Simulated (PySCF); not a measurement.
Species: C5H15NOSi2.
Numbering: `[CH3:1][CH2:2]/[CH:3]=[CH:4]/[CH2:5][Si@H:6]([OH:7])[NH:8][SiH3:9]` (hydrogens: H10, H11, H12 on C1; H13, H14 on C2; H15 on C3; H16 on C4; H17, H18 on C5; H19 on Si6; H20 on O7; H21 on N8; H22, H23, H24 on Si9)

Geometry (GFN2-xTB, Å), atoms numbered from 1 in this order:
```
atom  x, y, z in Å
C1     2.848    0.593   -2.400
C2     1.846   -0.354   -1.739
C3     1.061    0.344   -0.672
C4     1.082    0.021    0.611
C5     0.282    0.692    1.673
Si6   -1.250   -0.354    2.114
O7    -0.643   -1.732    2.735
N8    -2.220   -0.738    0.728
Si9   -3.186    0.338   -0.221
H10    3.422    0.073   -3.163
H11    3.536    0.989   -1.657
H12    2.330    1.429   -2.866
H13    2.377   -1.205   -1.308
H14    1.161   -0.733   -2.504
H15    0.463    1.182   -1.009
H16    1.679   -0.819    0.944
H17    0.894    0.835    2.563
H18   -0.048    1.672    1.331
H19   -2.132    0.321    3.064
H20   -1.222   -2.454    2.964
H21   -1.902   -1.555    0.229
H22   -3.947   -0.526   -1.127
H23   -2.393    1.299   -0.998
H24   -4.047    1.058    0.715
```

Computed at PBE0/pcSseg-1 (PySCF, non-relativistic), with Q(17O) = −0.0256 b, Q(14N) = 0.02044 b: O7, 17O (I = 5/2): χzz = -9.149 MHz, η = 0.441; N8, 14N (I = 1): χzz = -3.450 MHz, η = 0.508.

(1) Where would the pure quadrupole (NQR) lines of 17O at O7 fall for the rigid, isolated species?

(2) Where would the pure quadrupole (NQR) lines of 14N at N8 fall for the rigid, isolated species?

## Answers

(1) From the eigenvalues of H = χ/[4I(2I − 1)] × [3Iz² − I(I + 1) + η(Ix² − Iy²)], steps between neighbouring levels, labelled as for η = 0: ±1/2↔±3/2 1.636 MHz, ±3/2↔±5/2 2.650 MHz (silanol oxygen).

(2) From ν± = (3/4)|χ|(1 ± η/3) and ν0 = |χ|η/2: ν+ 3.026 MHz, ν− 2.149 MHz, ν0 0.876 MHz (nitrogen bridging silicon atoms).

In a crystal, neighbours and librations shift these lines. GFN2-xTB bond lengths can be off by several hundredths of an ångström, more for odd bonds, and the gradients follow them. With a basis this small, the couplings can be 20 % off.

One conformer stands for the species.
